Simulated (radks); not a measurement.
Q: The mean radii <r> (bohr) of the occupied orbitals of an atom or ion are listed with their occupations. All-electron calculation, scalar-relativistic Kohn-Sham, PBE, spin-polarised, spherical densities, finite nucleus; Fermi nuclear charge, rms radius of each element as measured or else 0.836 A^(1/3) + 0.57 fm. Program: a radial shooting solver on a logarithmic mesh with Libxc functionals.

orbital  occ.      <r>
1s up       1  0.05838
1s down     1  0.05835
2s up       1   0.2585
2s down     1   0.2590
2p up       3   0.2258
2p down     2   0.2265

Name the element and its charge. Open shells, if any, are filled with parallel spins first.

A: Z = 26, iron, charge +17: Fe17+ in [He] 2s2 2p5. The 1s radius gives Z: for a bare nucleus <r> = (2 gamma + 1)/(2Z) with gamma = sqrt(1 - (Z/c)^2), 0.05699 bohr for Z = 26, and screening makes it slightly larger (0.05838 here). The occupations add up to 9, and the charge is Z minus that.
